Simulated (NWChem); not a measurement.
**Ionisation of CClF2**

```xyz
4

F      1.0532    -0.0780    -1.0793
C      0.4266     0.3236     0.0000
F      1.0532    -0.0780     1.0793
Cl    -1.2657    -0.0316     0.0000
```
Charge 0, spin multiplicity 2.

The numbers come from NWChem runs, not from measurements. The geometry was optimised at UPBE0/def2-SVP, a minimum by its harmonic frequencies.

Basis set: def2-TZVP. −ε marks an orbital energy of the parent.

The correlated methods keep 8 core orbitals frozen. B3LYP has NWChem's definition, with VWN1-RPA local correlation. The structure started from a generated list of species. The unpaired electrons of the parent sit in orbitals of symmetry a' (Cs labels of the run); other states weren't searched. No SCF solution was tested for a lower state. Open-shell Hartree-Fock references start from PBE0 orbitals.

Problem. Order these methods by the first vertical ionisation energy they give, lowest first: −ε(alpha HOMO) of PBE, −ε(alpha HOMO) of BHandHLYP, −ε(alpha HOMO) of PBE0, −ε(alpha HOMO) of B3LYP.

Solution. −ε(alpha HOMO) of PBE (5.62 eV), −ε(alpha HOMO) of B3LYP (7.03 eV), −ε(alpha HOMO) of PBE0 (7.33 eV), −ε(alpha HOMO) of BHandHLYP (8.94 eV)
